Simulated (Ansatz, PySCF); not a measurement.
Donor–acceptor adduct: AlH3 (SMILES [AlH3]) (first 4 atoms) with H2S (SMILES S); geometry from B3LYP-D3(BJ)/def2-TZVP, rigid monomers moved along the line of their centres of mass till Al1···S5 is 2.32 Å.
(charge 0, multiplicity 1):
```xyz
7

Al    -0.25202    -0.12635     0.49226
H     -1.00169    -1.49315     0.80040
H     -1.11701     1.19677     0.33868
H      1.19678    -0.18373    -0.15600
S      0.49699     0.35938     2.63210
H      1.00282    -0.84931     2.93425
H     -0.64996     0.12356     3.29316
```

Counterpoise-corrected where a basis set is named; no monomer relaxation.

Frozen-core correlation. CBS(a, b) extrapolates the correlation energy as X⁻³ and adds the Hartree–Fock energy of set b.

The values were computed with Ansatz (Gaussian orbitals); PySCF for the dispersion terms. Values without a source in brackets are computed.

Problem. What is the computed interaction energy (CCSD(T)/aug-cc-pV(T+d)Z)?

Solution. -10.9 kcal/mol

Problem. What interaction energy does r2SCAN-D4/def2-TZVPPD give?

Solution. -14.7 kcal/mol

Problem. Estimate the interaction energy that MP2/CBS(aug-cc-pV(D+d)Z, aug-cc-pV(T+d)Z) returns for this input.

Solution. -12.1 kcal/mol

Ansatz is an electronic-structure program.
